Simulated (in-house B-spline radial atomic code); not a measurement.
What moves the levels of neutral nickel ([Ar] 3d8 4s2)? Computed with a B-spline radial code for spherical atoms: Dirac-Hartree-Fock, average of configuration, Fermi nucleus of rms radius 3.7757 fm.

Baseline run (computed): total energy -1519.3057 hartree, 1s1/2 at -308.9495 hartree, 4s1/2 at -7.6608 eV with <r> = 3.012 bohr.

Scaling the speed of light c (a factor of 100 is close to the non-relativistic limit):

| c/c0 | ΔE (hartree) | 4s1/2 level (eV) | 4s1/2 <r> (bohr) |
| --- | --- | --- | --- |
| 0.95 | -1.3809 | -7.67542 | 3.007 |
| 0.98 | -0.52629 | -7.66636 | 3.01 |
| 1.02 | 0.49481 | -7.65557 | 3.014 |
| 3 | 11.131 | -7.5453 | 3.05 |
| 100 | 12.493 | -7.53141 | 3.055 |

Changing the nucleus:

```
                               nucleus   ΔE (eV)
Gaussian nucleus of rms radius 0.01 fm    -0.161
 Fermi nucleus of rms radius 3.7002 fm  -0.00623
 Fermi nucleus of rms radius 3.8512 fm   0.00635
```

A larger nucleus binds the electrons less, roughly as the density at the nucleus times the change of the nuclear <r²>. A radius of 0.01 fm is nearly a point.

Task: The nuclear charge is raised by 0.1. What does the Hellmann-Feynman theorem predict for the energy, and what is found?

Result: dE/dZ ≈ -Σ<1/r>, which is -130.491 at the start and -131.122 at the end; their mean times 0.1 is -13.081 hartree, and the two runs differ by -13.081 hartree.
